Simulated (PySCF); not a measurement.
H6Cl2GeO2Si2, SMILES Cl[SiH](Cl)O[SiH2][O][GeH3] (B3LYP/def2-SVP optimised geometry):

```
13

Si     0.789     1.560    -3.406
Cl     1.148     0.429    -5.097
Cl    -1.250     1.931    -3.297
O      1.274     0.757    -2.074
Si     1.174    -0.523    -0.995
O     -0.120    -0.354     0.000
Ge    -1.914    -0.354     0.000
H      1.500     2.844    -3.519
H      2.407    -0.478    -0.176
H      1.077    -1.774    -1.796
H     -2.407    -1.111    -1.250
H     -2.380     1.111     0.000
H     -2.327    -1.079     1.293
```

Method: B3LYP/def2-TZVP (PySCF).

Problem. What are the frontier orbital energies and the dipole moment?

Solution. HOMO-2 -9.00 eV, HOMO-1 -8.73 eV, HOMO -8.46 eV, LUMO -0.40 eV, LUMO+1 0.04 eV; dipole moment 1.18 D.

On the same geometry PBE/def2-TZVP run with PySCF gives HOMO-2 -7.84 eV, HOMO-1 -7.52 eV, HOMO -7.24 eV, LUMO -1.07 eV, LUMO+1 -0.69 eV; dipole moment 1.20 D.

Meta-Löwdin charges at B3LYP/def2-TZVP: Si1 1.07, Cl2 -0.29, Cl3 -0.30, O4 -0.83, Si5 1.10, O6 -0.82, Ge7 0.64, H8 -0.10, H9 -0.12, H10 -0.14, H11 -0.07, H12 -0.06, H13 -0.07.
